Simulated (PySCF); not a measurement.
Screening by computed properties: pick the candidate that meets the target.

Each SMILES stands for a single optimised conformer of the isolated species, non-relativistic unless stated. Electronic properties by PySCF.

The conformers computed, where there is a choice (atom-mapped SMILES and torsion angles):
- `[CH:1]#[C:2][C@@H:3]([CH3:4])[Si@H:5]([C:6]#[N:7])[SiH2:8][PH2:9]`: C2–C3–Si5–C6 -179°, C3–Si5–Si8–P9 166°, H–P9–Si8–Si5 47°, H–P9–Si8–Si5 -46°
- `[N:1]#[C:2]/[CH:3]=[C:4](/[CH2:5][C:6]#[N:7])[CH2:8][SiH2:9][F:10]`: C3–C4–C5–C6 116°, C3–C4–C8–Si9 90°, C4–C8–Si9–F10 58°
- `[CH3:1]/[CH:2]=[C:3](/[C:4]#[N:5])[O:6][SiH2:7][CH2:8][O:9][CH3:10]`: C2–C3–O6–Si7 -179°, C3–O6–Si7–C8 180°, O6–Si7–C8–O9 -178°, Si7–C8–O9–C10 180°
- `[CH3:1][C@H:2]([F:3])/[C:4]([C:5]#[N:6])=[C:7](\[SiH3:8])[C:9]#[N:10]`: C1–C2–C4–C5 -79°
- `[CH:1]#[C:2][SiH2:3][n:4]1[n:5][cH:6][c:7]([F:8])[c:9]1[CH3:10]`: C2–Si3–N4–N5 -117°
- `[CH3:1][Si@:2]1([NH2:3])[CH:4]=[CH:5][C:6]([C:7]#[N:8])=[C:9]1[F:10]`: H–N3–Si2–C1 38°, H–N3–Si2–C1 -179°

(1) Wanted: HOMO energy below -8 eV (PBE0/pcSseg-1) and dipole moment above 5 D (PBE0/pcSseg-1), at GFN2-xTB geometries. Which candidate meets both?
A. `[Si@@]1(C)(C(=C(C=C1)C#N)F)N`
B. `C#C[C@@H](C)[Si@H](C#N)[SiH2]P`
C. `C[SiH2]C#Cc1nc[nH]c1F`
D. `C[C@H](F)/C(C#N)=C(\[SiH3])C#N`
E. `N#C/C=C(/CC#N)C[SiH2]F`
F. `C/C=C(/C#N)O[SiH2]COC`
G. `[SiH2](n1ncc(c1C)F)C#C`

## Answers

(1) D. Computed values:
| species | HOMO energy | dipole moment |
| --- | --- | --- |
| C[C@H](F)/C(C#N)=C(\[SiH3])C#N | -8.50 eV | 5.57 D |
| N#C/C=C(/CC#N)C[SiH2]F | -8.13 eV | 2.65 D |
| C#C[C@@H](C)[Si@H](C#N)[SiH2]P | -7.58 eV | 3.12 D |
| C/C=C(/C#N)O[SiH2]COC | -7.23 eV | 4.80 D |
| [Si@@]1(C)(C(=C(C=C1)C#N)F)N | -6.99 eV | 5.76 D |
| [SiH2](n1ncc(c1C)F)C#C | -6.83 eV | 2.92 D |
| C[SiH2]C#Cc1nc[nH]c1F | -6.54 eV | 3.64 D |
